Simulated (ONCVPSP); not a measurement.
# Yb (Z = 70), ONCV: configuration errors across variants

Yb (Z = 70), optimised norm-conserving Vanderbilt (ONCV), made with ONCVPSP 4.0.1 (PBE, scalar-relativistic). Core [Kr] 4d10 4f13, reference 5s2 5p6 5d1 6s2. Waves: 5s+6s: rc 1.95 bohr, ncon 5, nbas 10, qcut 7.5 1/bohr, 2 projectors; 5p: rc 2.15 bohr, ncon 3, nbas 6, qcut 5.1 1/bohr, 2 projectors, debl 1.3 Ha; 5d: rc 2.80 bohr, ncon 4, nbas 8, qcut 6.1 1/bohr, 2 projectors, debl 1.3 Ha. Local part: polynomial inside 1.45 bohr (lpopt 1, dvloc0 0 Ha). Core correction: Teter function, fcfact 3, rcfact 1.65.

All-electron excitation energies from the reference (eV): (1) 5s2 5p6 5d1 6s1 7.256; (2) 5s2 5p6 5d1 6s0 20.362; (3) 5s2 5p6 5d1 6s0 6p2 6.854.

3 further variants failed, have other tests or too few solved ones, and are left out.

Errors AE − PS in meV (a dash: test not solved or not reliable):

| change | (1) | (2) | (3) | bound ghosts | GHOST(+) flags above zero |
| --- | --- | --- | --- | --- | --- |
| base | -2.3 | -11 | -10 | none | d |
| s: qcut 5.2; p: qcut 3.5; d: qcut 4.2 | -3.4 | -21 | -15 | none | s |
| s: qcut 5.8; p: qcut 4; d: qcut 4.7 | -2.9 | -17 | -13 | none | none |
| s: qcut 6.8; p: qcut 4.6; d: qcut 5.5 | -2.4 | -12 | -11 | none | s |

Question: Give the same row for: s: qcut 7.9; p: qcut 5.3; d: qcut 6.4.

Answer: -2.2, -10, -10; bound ghosts: none; GHOST(+) flags above zero: s.
